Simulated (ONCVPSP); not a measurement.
# Sr: one change to an ONCV potential, before and after

```
Element                 : strontium
Generator               : ONCVPSP 4.0.1
Type                    : optimised norm-conserving Vanderbilt (ONCV)
Functional              : PW91
Relativity              : scalar-relativistic
Frozen core             : [Ar] 3d10
Valence charge          : 10
Reference configuration : 4s2 4p6 5s1.5 5p0.5
Partial waves           : 4s+5s: rc 2.10 bohr, ncon 3, nbas 7, qcut 4.6 1/bohr, 2 projectors; 4p+5p: rc 2.55 bohr, ncon 4, nbas 7, qcut 5.8 1/bohr, 2 projectors; d scattering state at 0.33 Ha: rc 2.10 bohr, ncon 4, nbas 8, qcut 5.1 1/bohr, 2 projectors, debl 3.7 Ha; f scattering state at 0.03 Ha: rc 2.75 bohr, ncon 4, nbas 7, qcut 4 1/bohr, 2 projectors, debl 2.5 Ha
Local potential         : polynomial inside 1.70 bohr (lpopt 5, dvloc0 -1 Ha)
Core correction         : none
```

In the d channel the program set the typed energies aside and used 0.050, 3.750 Ha.

All-electron outer shells of the reference configuration (PW91, scalar-relativistic, ld1.x):

| shell | level (eV) | outermost node (bohr) | outermost maximum (bohr) |
| --- | --- | --- | --- |
| 3d | -128.83 | – | 0.38 |
| 4s | -41.64 | 0.59 | 1.19 |
| 4p | -23.53 | 0.61 | 1.33 |
| 5s | -3.90 | 1.65 | 3.67 |
| 5p | -1.59 | 1.95 | 4.83 |

Change: all radii scaled by about 1.10 (s 2.30, p 2.80, d 2.30, f 3.02 bohr); local potential polynomial inside 1.86 bohr (lpopt 5, dvloc0 -1 Ha).

Cutoffs: the cutoffs (Ha) at which the residual kinetic energy of the hardest occupied pseudo-wave falls to 1 and 0.1 mHa per electron; they do not see the model core or the augmentation charge, which bear on the density cutoff. Errors are all-electron minus pseudo energies relative to the spin-unpolarised reference configuration.

**Question.** How do hardness, ghosts and transferability respond?

**Answer.** The potential gets neither clearly harder nor softer (8.3 Ha and 10 Ha → 8.5 Ha and 11 Ha); a bound ghost appears in f, which as a rule spoils a file; the lowest positive-energy flag moves from f at 50.9 eV to none; the errors of the 4 common tests hardly move.

```csv
quantity,base,changed
"cutoff, loose",8.3 Ha,8.5 Ha
"cutoff, tight",10 Ha,11 Ha
loose cutoff by channel,"s 7.3 Ha, p 8.3 Ha","s 5.2 Ha, p 8.5 Ha"
bound ghosts,none,f
GHOST(+) flags under 300 eV,f at 50.9 eV,none
"error for 4s2 4p6 5s2 5p0, meV [ΔE -1.14 eV]",0.0,0.0
"error for 4s2 4p6 5s1 5p0, meV [ΔE 4.78 eV]",-0.4,-0.4
"error for 4s2 4p6 5s0 5p0, meV [ΔE 15.83 eV]",-1.8,-1.8
"error for 4s2 4p6 4d1 5s1 5p0, meV [ΔE 1.18 eV]",-3.1,-3.4
```

Base: The cutoffs count occupied waves only; projector 2 of the f channel, the hardest unoccupied one, needs 33 Ha at the loose tolerance. Changed file: The cutoffs count occupied waves only; projector 2 of the f channel, the hardest unoccupied one, needs 27 Ha at the loose tolerance. A true bound ghost makes a file unfit for plane-wave use even where its test errors are small: the radial tests pick states by their node count and pass the ghost by.
